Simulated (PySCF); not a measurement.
```xyz
7

Si    -1.0337    -0.0137     0.0533
Ga     1.3748     0.0554    -0.0872
H     -1.4362    -0.5441     1.3880
H     -1.5907    -0.9361    -0.9765
H     -1.6780     1.3162    -0.1222
H      2.1950    -1.2875    -0.0792
H      2.1688     1.4098    -0.1763
```

Charge 0, multiplicity 1.

Question: Give the Mulliken and meta-Löwdin atomic charges from PySCF with PBE0-D3(BJ)/def2-TZVP.

Answer: 
```
atom  Mulliken (e)  meta-Löwdin (e)
----  ------------  ---------------
Si1          -0.08             0.16
Ga2           0.26             0.18
H3           -0.01            -0.06
H4           -0.01            -0.07
H5           -0.01            -0.07
H6           -0.07            -0.07
H7           -0.07            -0.07
```
